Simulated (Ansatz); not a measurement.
System: sum formula SiNHBr₃, net charge 0, doublet state. It need not be the lowest isomer of its formula. 
Geometry from a B3LYP-D3(BJ)/def2-TZVP (Ansatz, a first-principles code) optimisation:
```
Si
N 1 1.7284
H 2 1.0240 1 112.65
Br 1 2.2021 2 109.28 3 167.02
Br 1 2.2183 2 105.91 3 -74.35
Br 1 2.2203 2 111.74 3 46.13
```
Charge 0, spin multiplicity 2.

Quantity: atomisation energy (electronic, to ground-state atoms), in kcal/mol. Valence correlation only, unless marked. UHF or UKS for open shells. Spin-orbit coupling is left out. Frozen are the shells of the preceding noble gas and the d and f shells that filled before the atom's block. Non-relativistic. The coupled-cluster limit lacks core correlation, which all-electron functionals hold. CBS marks a two-point X^-3 extrapolation of the correlation energy; Hartree-Fock from the larger set. The bracket is a focal-point correction in the basis named.

| level | program | atomisation energy (kcal/mol) |
|---|---|---|
| BLYP/def2-TZVPD | Ansatz | (withheld) |
| r2SCAN/def2-TZVPD | Ansatz | 414.7 |
| PBE0-D4/def2-TZVP | Ansatz + dftd4 | 412.1 |
| BHLYP-D4/def2-TZVPD | Ansatz + dftd4 | 391.6 |
| r2SCAN0/def2-TZVPD | Ansatz | 403.6 |
| B2GP-PLYP-D3(BJ)/def2-TZVPD | Ansatz + dftd3 | (withheld) |
| RPA@PBE/def2-TZVPP | Ansatz | (withheld) |
| SCS-MP2/6-31G | Ansatz | 246.1 |
| RI-MP2/CBS(def2-TZVPP,def2-QZVPP)+[CCSD(T)-MP2]/def2-TZVPP | Ansatz | 405.3 |

Q: What belongs in the gaps?

A: 
- BLYP/def2-TZVPD, atomisation energy (kcal/mol): 392.7
- B2GP-PLYP-D3(BJ)/def2-TZVPD, atomisation energy (kcal/mol): 403.3
- RPA@PBE/def2-TZVPP, atomisation energy (kcal/mol): 354.7
